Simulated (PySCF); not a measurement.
C5H9FO.
Geometry (PBE0-D3(BJ)/def2-SVP, Å), atoms numbered from 1 in this order:
```xyz
16
C5H9FO angstrom
F      1.8123    1.2768    0.0494
C      1.3304    0.2237   -0.7098
C      0.9874   -0.9181    0.2301
C     -0.2222   -0.5664    1.0874
C     -1.3614   -0.0903    0.1926
C     -0.8801    1.0291   -0.7128
O      0.2626    0.6473   -1.4630
H      2.1226   -0.0502   -1.4251
H      1.8701   -1.1521    0.8440
H      0.7718   -1.8037   -0.3904
H     -0.5297   -1.4306    1.6962
H      0.0558    0.2368    1.7904
H     -1.7210   -0.9272   -0.4310
H     -2.2190    0.2606    0.7887
H     -1.6422    1.3073   -1.4540
H     -0.6431    1.9292   -0.1174
```

Probes without a nucleus sit at each ring's centroid and 1 Å off its mean plane on both sides; NICS is minus the shielding there, NICSzz its component along the normal. Level: GIAO PBE0/pcSseg-1 (PySCF, non-relativistic, gas phase) on the PBE0-D3(BJ)/def2-SVP geometry, one conformer.

Ring bond lengths (Å), with Mayer bond orders in brackets: C2–C3 1.518 (1.01), C3–C4 1.524 (1.02), C4–C5 1.525 (1.03), C5–C6 1.518 (1.03), C6–O7 1.419 (0.89), O7–C2 1.374 (1.03).

Question: What do the NICS probes read (ppm)?

Answer: 
| ring | type | NICS(0) | NICS(1), two faces | NICS(1)zz, two faces | rms pucker (Å) | centre to ring atoms, mean (Å) |
| --- | --- | --- | --- | --- | --- | --- |
| C2–C3–C4–C5–C6–O7 | 6-membered ring with O; formal bonds all single | -1.4 | -1.6 / -1.1 | 2.7 / 3.9 | 0.22 | 1.43 |

Question: What do they say, and how far can they be read as aromaticity?

Answer: 
- C2–C3–C4–C5–C6–O7: mean NICS(1)zz 3.3 ppm, deshielded. C2, C3, C4, C5, C6 have four or more neighbours, so the value isn't read as a sign of a π ring current.

Question: Give the inner angles of the rings and the Hirshfeld charges of the ring atoms.

Answer: 
- C2–C3–C4–C5–C6–O7: C2 113.3° (+0.125 e), C3 110.7° (-0.086 e), C4 109.6° (-0.070 e), C5 110.1° (-0.075 e), C6 111.8° (+0.001 e), O7 114.8° (-0.147 e); sum 670.3° against 720° for a flat convex ring.

Question: What are the shieldings of the ring atoms and their hydrogens in the same run (means over atoms taken as equivalent)?

Answer: 
| atoms | environment | σ isotropic (ppm) | principal values of the symmetric part, first atom (ppm) |
| --- | --- | --- | --- |
| C2 | sp3 C–F carbon | 77.3 | 51.7, 75.1, 105.1 |
| C3 | ring CH2 carbon | 152.5 | 138.2, 155.3, 164.2 |
| C4 | ring CH2 carbon | 165.2 | 156.0, 166.8, 172.7 |
| C5 | ring CH2 carbon | 157.5 | 150.5, 156.8, 165.1 |
| C6 | sp3 carbon bound to oxygen | 122.9 | 98.2, 114.3, 156.3 |
| O7 | cyclic ether oxygen | 247.2 | 173.3, 248.4, 320.1 |
| H8 | methine hydrogen | 25.83 | 22.8, 24.2, 30.4 |
| H9 | methylene hydrogen | 29.67 | 26.3, 27.1, 35.6 |
| H10 | methylene hydrogen | 29.88 | 26.7, 27.7, 35.3 |
| H11 | methylene hydrogen | 29.84 | 25.0, 27.4, 37.1 |
| H12 | methylene hydrogen | 29.43 | 26.0, 27.8, 34.5 |
| H13 | methylene hydrogen | 29.67 | 25.9, 27.8, 35.3 |
| H14 | methylene hydrogen | 30.04 | 26.0, 27.4, 36.7 |
| H15 | methylene hydrogen | 27.70 | 23.0, 26.7, 33.3 |

The list is cut; further classes of hydrogen are left out.

Question: How do the values depend on the level or the medium?

Answer: 
```csv
level,"NICS(0), C2–C3–C4–C5–C6–O7","mean NICS(1)zz, C2–C3–C4–C5–C6–O7"
"PBE0/pcSseg-1, gas",-1.4,3.3
"wB97X-D/pcSseg-1, gas",-1.4,3.1
```

The geometry is the same throughout.
